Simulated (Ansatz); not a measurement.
Ansatz results at the PBE0-D4/def2-TZVP geometry: HOMO energy (B3LYP/def2-TZVPP) -7.60 eV; HOMO–LUMO gap (ωB97M-V/def2-TZVPP) 10.43 eV; HOMO energy (PBE/def2-TZVPP) -6.63 eV.

Each molecule was computed in one conformer, which needn't be the lowest.

(1) Which molecule gave them?
A. `[OH][Zr]([F])([SH])[Cl]`
B. `C#[C][Zr]([Cl])([Cl])[Cl]`
C. `CC(C)[O][Zr]([Cl])([Cl])[O]C(C)C`
D. `CC[N](C)[Zr]([F])([F])[N](C)CC`

Results:

(1) A. The others give `C#[C][Zr]([Cl])([Cl])[Cl]`: -8.51, 10.24, -7.57; `CC[N](C)[Zr]([F])([F])[N](C)CC`: -6.27, 9.80, -5.19; `CC(C)[O][Zr]([Cl])([Cl])[O]C(C)C`: -8.18, 11.80, -6.96.

B3LYP here is the variant with VWN-RPA as its local correlation; programs differ in this.
